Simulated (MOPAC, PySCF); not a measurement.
C$_{2}$H$_{5}$NO, SMILES `N(C=O)C` (C–N–C–O torsion 0°), neutral singlet in the gas phase. 

Cartesian coordinates (Å):
```xyz
9

C     -1.1208     0.0221     0.0815
N      0.2413    -0.4682     0.1651
C      1.3192     0.2633    -0.2100
O      1.2862     1.3920    -0.6523
H     -1.7229    -0.6018    -0.5820
H     -1.0848     1.0319    -0.3192
H     -1.5902     0.0479     1.0669
H      0.4079    -1.3958     0.5172
H      2.2642    -0.2915    -0.0671
```
Charge 0, multiplicity 1.

All levels are single points at this geometry (B3LYP-D3(BJ)/def2-TZVP); Pople sets use spherical d functions. Orbital energies aren't observables, and empty levels follow the basis.

```tsv
level	HOMO (eV)	LUMO (eV)	gap (eV)	dipole (D)	vertical IE, Delta-SCF (eV)
B3LYP-D3(BJ)/def2-TZVP in PySCF	-7.23	0.41	7.63	3.99	9.98
M06-2X/def2-TZVP in PySCF	-8.87	1.50	10.37	4.03	10.08
PBE-D3(BJ)/def2-TZVP in PySCF	-5.83	-0.41	5.42	3.88	–
B3LYP/3-21G in PySCF	-6.54	1.28	7.81	3.66	–
B3LYP/6-311+G** in PySCF	-7.31	-0.24	7.07	4.09	–
BP86/6-31G* in PySCF	-5.53	0.02	5.55	3.73	–
PBE/6-31G* in PySCF	-5.39	0.13	5.52	3.71	–
SVWN5/6-31G* in PySCF	-5.53	-0.09	5.44	3.80	–
HF/3-21G in PySCF	-10.32	5.80	16.12	3.98	–
HF/STO-3G in PySCF	-7.87	9.22	17.09	2.75	–
AM1 in MOPAC	-10.14	1.73	11.86	3.40	–
PM3 in MOPAC	-9.63	1.47	11.10	3.50	–
PM7 in MOPAC	-9.89	1.33	11.22	4.06	–
```
